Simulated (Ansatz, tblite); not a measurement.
Removing an electron: [CuI2]- (CuI₂⁻). Total charge -1; singlet. Geometry: r2SCAN-D4/def2-TZVPD. Ansatz, gas phase; energy differences of separate SCF runs; the oxidised species was run as a doublet alone.

| atom | x (Å) | y (Å) | z (Å) |
| --- | --- | --- | --- |
| Cu1 | 0.000 | 0.000 | 0.000 |
| I2 | 0.773 | -2.294 | -0.227 |
| I3 | -0.773 | 2.294 | 0.227 |

In the def2 sets I takes a core potential; there is no spin–orbit coupling. The xTB rows come from tblite.

```
               level  −HOMO (eV)  vertical IE (eV)  −LUMO (eV)  HOMO–LUMO gap (eV)
            GFN1-xTB        4.80              7.92       -1.82                6.61
            GFN2-xTB        4.14              8.58       -3.60                7.74
r2SCAN-D4/def2-TZVPD        1.28              3.90       -2.90                4.18
  PBE0-D4/def2-TZVPD        2.52              4.18       -2.98                5.50
```

Relaxing the oxidised species (r2SCAN-D4/def2-TZVPD) changes its energy by -0.02 eV at PBE0-D4/def2-TZVPD, so the adiabatic ionisation energy to this nearest minimum is 4.16 eV.  Run but left out: PBE-D4/def2-TZVPD (neutral doublet: an occupied level 0.01 eV above an empty one).  Raw xTB energy differences between charge states are shifted by several eV; the methods need an empirical correction for them.
